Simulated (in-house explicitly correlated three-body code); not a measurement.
Computed with an exponentially correlated three-body code. Model: two electrons around a point charge, non-relativistic, variational in 260 exponentially correlated functions (energies converged to about 1e-7 hartree, or 1e-8 relative for large Z).

For this charge the correlation energy is taken as exact minus Hartree-Fock, from which it differs by microhartrees, and the kinetic parts follow from it.

For two electrons in a singlet the Kohn-Sham orbital is the square root of half the density, so the exact Kohn-Sham potential and energy parts follow from the density alone, and exchange is minus half the Hartree energy. The Kohn-Sham level equals minus the binding energy of the second electron.

Command:
```bash
python run_hyl.py task.json out
```
Settings (lengths in bohr, energies in hartree):
```
Z                      9.1
interaction_strength   1
functions              260
states_tried           13
```

Run time, properties included: 18 s on 1 thread of AMD EPYC 9R45 96-Core Processor (Zen 5) (shared host).

**Those bound S and P states to n = 4 that converged, binding against the one-electron ion.**

Given: nuclear charge 9.1.

Computed: one-electron threshold -41.405 hartree.

| term | energy (hartree) | binding (eV) | quantum defect |
| --- | --- | --- | --- |
| 1 1S | -77.2792227 | 976.19 | 0.043734 |
| 2 3S | -50.0940885 | 236.44 | 0.056955 |
| 2 3P | -49.7770812 | 227.82 | 0.02051 |
| 2 1S | -49.7601402 | 227.35 | 0.018504 |
| 2 1P | ? | ? | ? |
| 3 3S | -45.1852801 | 102.87 | 0.054168 |
| 3 3P | ? | ? | ? |
| 3 1S | -45.0969933 | 100.46 | 0.019154 |
| 3 1P | -45.0347298 | 98.77 | -0.0063039 |
| 4 3S | -43.5110727 | 57.309 | 0.053307 |
| 4 3P | -43.4755998 | 56.344 | 0.019644 |
| 4 1S | -43.4753162 | 56.336 | 0.019371 |
| 4 1P | -43.4492683 | 55.627 | -0.005909 |

(1) What belongs in the row 2 1P?

(2) What belongs in the row 3 3P?

**Electric-dipole lines between converged S and P states, rate of the upper state's decay.**

```csv
s state,p state,p minus s (eV),oscillator strength from s,rate (1/s)
1 1S,2 1P,754.67,0.71151,5.8612e+12
1 1S,3 1P,877.42,0.148,1.6481e+12
1 1S,4 1P,920.56,0.055665,6.8229e+11
2 1S,2 1P,5.8396,0.059081,2.914e+07
2 1S,3 1P,128.58,0.38122,9.117e+10
2 1S,4 1P,171.73,0.094823,4.0447e+10
3 1S,2 1P,-121.05,-0.054764,3.4821e+10
3 1S,3 1P,1.6943,0.1028,4.2684e+06
3 1S,4 1P,44.837,0.41621,1.2102e+10
4 1S,2 1P,-165.18,-0.011907,1.4096e+10
4 1S,3 1P,-42.434,-0.12421,9.7052e+09
4 1S,4 1P,0.7088,0.14321,1.0406e+06
2 3S,2 3P,?,?,?
2 3S,3 3P,135.93,0.35836,9.5774e+10
2 3S,4 3P,180.1,0.090911,4.2651e+10
3 3S,2 3P,-124.95,-0.056821,3.8494e+10
3 3S,3 3P,2.3548,0.13772,1.1046e+07
3 3S,4 3P,?,?,?
4 3S,2 3P,-170.51,-0.012066,1.5221e+10
4 3S,3 3P,-43.203,-0.13121,1.0626e+10
4 3S,4 3P,0.96527,0.18978,2.5576e+06
```

(3) What belongs in the row 2 3S 2 3P?

(4) What belongs in the row 3 3S 4 3P?

**Functionals on the exact density and self-consistent, errors are functional minus exact, hybrids only self-consistent, a dash where a self-consistent run leaves the top level unbound.**

| result | exchange error (millihartree) | correlation error (millihartree) | functional driven error (millihartree) | density driven error (millihartree) | self consistent total error (millihartree) | top level plus exact binding (eV) |
| --- | --- | --- | --- | --- | --- | --- |
| SCAN | -4.0568 | 1.7292 | -2.3276 | -0.31429 | -2.6419 | 48.103 |
| RPBE | 14.241 | -2.2325 | 12.009 | -1.468 | 10.541 | 53.611 |
| AM05 | 598.51 | -125.83 | 472.68 | -1.7738 | 470.9 | 58.758 |
| wB97X | - | - | - | - | -145.79 | 40.586 |
| BP86 | 40.272 | -32.208 | 8.0642 | -0.97036 | 7.0938 | 53.429 |
| PBE | 106.36 | -2.2325 | 104.13 | -1.4047 | 102.72 | 54.268 |
| BLYP | 40.272 | -4.6319 | 35.64 | -1.4303 | 34.21 | 53.372 |
| B3LYP VWN-RPA | - | - | - | - | 49.169 | 42.618 |
| OLYP | 27.901 | -4.6319 | 23.269 | -1.3226 | 21.947 | 53.379 |
| HSE06 | - | - | - | - | ? | ? |
| r2SCAN | -4.0568 | 1.7292 | -2.3276 | -0.31429 | -2.6419 | 48.103 |
| PBE0 | - | - | - | - | 76.803 | 40.421 |
| LDA VWN5 | 773.97 | -152.01 | 621.96 | -2.633 | 619.33 | 59.589 |
| PW91 | 89.983 | -15.28 | 74.703 | -1.4383 | 73.265 | 53.679 |
| LDA PW92 | ? | ? | ? | ? | ? | ? |
| revTPSS | -3.0924 | -5.2362 | -8.3286 | -0.24493 | -8.5736 | 49.229 |
| M06-L | -61.502 | -14.077 | -75.58 | -2.3478 | -77.927 | 47.551 |
| TPSS | -3.6381 | -3.1474 | -6.7855 | -0.36683 | -7.1523 | 50.016 |
| PBEsol | 340.13 | -16.212 | 323.92 | -1.4317 | 322.49 | 56.851 |
| r2SCAN0 | - | - | - | - | -1.4805 | 35.855 |

(5) What belongs in the row HSE06?

(6) What belongs in the row LDA PW92?

**Density and exact potentials over r, pair density (one pair, times 4 pi r12^2) and exact minus Kohn-Sham pair density over r12.**

```tsv
radius (bohr)	radial density (electrons/bohr)	exchange potential (hartree)	intracule density (1/bohr)	Coulomb hole against Kohn-Sham (1/bohr)	correlation potential (hartree)
0.0466	5.233	-8.1116	0.61464	-0.04643	-0.012
0.0539	?	?	?	?	?
0.0625	7.0769	-7.7194	1.0335	-0.06572	0
0.0725	7.9634	-7.4597	1.3206	-0.07491	0.006
0.084	8.7079	-7.1571	1.6575	-0.08183	0.012
0.0973	9.223	-6.8088	2.0381	-0.08467	0.017
0.113	?	?	?	?	?
0.131	9.2107	-5.9715	2.8512	-0.07	0.021
0.151	8.6072	-5.5203	3.1794	-0.05132	0.02
0.176	7.544	-5.0107	3.407	-0.02431	0.017
0.203	6.263	-4.5273	3.4414	0.003249	0.013
0.236	4.7669	-4.023	3.2483	0.0286	0.009
0.273	3.3582	-3.5547	2.8373	0.0436	0.006
0.317	2.1164	-3.1058	2.2426	0.04614	0.004
0.367	1.1983	-2.7049	1.5926	0.03765	0.002
0.425	0.59286	-2.3458	0.99191	0.0239	0.001
0.493	0.24846	-2.0262	0.52579	0.01114	0.001
```

(7) What belongs in the row 0.0539?

(8) What belongs in the row 0.113?

Results:

(1) energy (hartree): -49.5455405; binding (eV): 221.52; quantum defect: -0.0074438.

(2) energy (hartree): -45.0987414; binding (eV): 100.51; quantum defect: 0.019859.

(3) p minus s (eV): 8.6262; oscillator strength from s: 0.082261; rate (1/s): 8.8537e+07.

(4) p minus s (eV): 46.523; oscillator strength from s: 0.39138; rate (1/s): 1.2252e+10.

(5) self consistent total error (millihartree): 70.549; top level plus exact binding (eV): 40.798.

(6) exchange error (millihartree): 773.97; correlation error (millihartree): -151.03; functional driven error (millihartree): 622.94; density driven error (millihartree): -2.6337; self consistent total error (millihartree): 620.31; top level plus exact binding (eV): 59.602.

(7) radial density (electrons/bohr): 6.1406; exchange potential (hartree): -7.9359; intracule density (1/bohr): 0.79912; Coulomb hole against Kohn-Sham (1/bohr): -0.05585; correlation potential (hartree): -0.006.

(8) radial density (electrons/bohr): 9.4181; exchange potential (hartree): -6.4084; intracule density (1/bohr): 2.4516; Coulomb hole against Kohn-Sham (1/bohr): -0.08127; correlation potential (hartree): 0.02.

The density-driven part is never positive, since each functional's own density lowers its energy. Here it is small beside the functional-driven part (median ratio 0.031), the normal case.
